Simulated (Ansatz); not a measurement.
C₂H₅AlO₂ at its PBE0-D4/def2-TZVP geometry, where that method's forces vanish. The species carries charge 0 and has multiplicity 1. The bonds changed during the relaxation, so this is another structure than the one it started from.

```json
{"atom": "C1", "x (Å)": "0.571", "y (Å)": "0.818", "z (Å)": "-1.534"}
{"atom": "Al2", "x (Å)": "-0.014", "y (Å)": "-0.700", "z (Å)": "-0.469"}
{"atom": "C3", "x (Å)": "-0.179", "y (Å)": "-0.480", "z (Å)": "1.466"}
{"atom": "O4", "x (Å)": "-1.302", "y (Å)": "-0.286", "z (Å)": "0.923"}
{"atom": "O5", "x (Å)": "-0.064", "y (Å)": "-0.382", "z (Å)": "2.761"}
{"atom": "H6", "x (Å)": "1.610", "y (Å)": "0.693", "z (Å)": "-1.855"}
{"atom": "H7", "x (Å)": "0.505", "y (Å)": "1.761", "z (Å)": "-0.985"}
{"atom": "H8", "x (Å)": "-0.030", "y (Å)": "0.916", "z (Å)": "-2.443"}
{"atom": "H9", "x (Å)": "-0.158", "y (Å)": "-2.183", "z (Å)": "-0.999"}
{"atom": "H10", "x (Å)": "-0.938", "y (Å)": "-0.158", "z (Å)": "3.136"}
```

Task: For each bond, give half the difference of the two atoms' forces along it (eV/Å; positive pushes the atoms apart) under PBE-D4, r2SCAN-D4, B3LYP-D4, ωB97M-V in def2-TZVPP. (Estimate.)

Result: Computed: 
```json
{"bond": "C1–Al2", "length (Å)": "1.944", "PBE-D4": "-0.07", "r2SCAN-D4": "-0.02", "B3LYP-D4": "0.06", "ωB97M-V": "0.01"}
{"bond": "C1–H6", "length (Å)": "1.095", "PBE-D4": "0.12", "r2SCAN-D4": "0.00", "B3LYP-D4": "-0.04", "ωB97M-V": "-0.05"}
{"bond": "C1–H7", "length (Å)": "1.093", "PBE-D4": "0.11", "r2SCAN-D4": "0.00", "B3LYP-D4": "-0.03", "ωB97M-V": "-0.04"}
{"bond": "C1–H8", "length (Å)": "1.094", "PBE-D4": "0.11", "r2SCAN-D4": "0.00", "B3LYP-D4": "-0.04", "ωB97M-V": "-0.04"}
{"bond": "Al2–C3", "length (Å)": "1.954", "PBE-D4": "-0.03", "r2SCAN-D4": "-0.12", "B3LYP-D4": "0.00", "ωB97M-V": "0.03"}
{"bond": "Al2–O4", "length (Å)": "1.940", "PBE-D4": "0.40", "r2SCAN-D4": "0.10", "B3LYP-D4": "0.13", "ωB97M-V": "0.09"}
{"bond": "Al2–H9", "length (Å)": "1.581", "PBE-D4": "-0.01", "r2SCAN-D4": "-0.03", "B3LYP-D4": "-0.15", "ωB97M-V": "-0.17"}
{"bond": "C3–O4", "length (Å)": "1.262", "PBE-D4": "0.82", "r2SCAN-D4": "0.41", "B3LYP-D4": "0.21", "ωB97M-V": "0.15"}
{"bond": "C3–O5", "length (Å)": "1.304", "PBE-D4": "0.37", "r2SCAN-D4": "0.27", "B3LYP-D4": "0.20", "ωB97M-V": "0.20"}
{"bond": "O5–H10", "length (Å)": "0.976", "PBE-D4": "0.45", "r2SCAN-D4": "0.03", "B3LYP-D4": "-0.01", "ωB97M-V": "-0.17"}
```

B3LYP here is the variant with VWN-RPA as its local correlation; programs differ in this.
